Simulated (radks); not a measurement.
Ne2+, 8 electrons, occupied as [He] 2s2 2p4. Method: scalar-relativistic Kohn-Sham, LDA (Slater exchange, Perdew-Zunger correlation), spin-unpolarised, spherical densities, finite nucleus; Fermi nuclear charge, rms radius 3.0055 fm; computed with a radial shooting solver on a logarithmic mesh with Libxc functionals.

Normalised radial functions P(r) = r R(r), r in bohr:

r              3s
0.009213   0.0451
0.01321    0.0620
0.01908    0.0842
0.02735    0.1105
0.03951    0.1399
0.05664    0.1653
0.08183    0.1762
0.1182     0.1535
0.1695     0.0790
0.2448    -0.0581
0.3509    -0.2223
0.5071    -0.3346
0.7268    -0.2776
1.05       0.0051
1.505      0.3985
2.175      0.6582
3.117      0.5776
4.504      0.2809
6.455      0.0688
9.327      0.0061

3s (empty): eigenvalue -16.162 eV, 2 radial nodes at r = 0.213, 1.04 bohr, <r> = 2.74 bohr, 90 % of the charge inside 4.08 bohr.
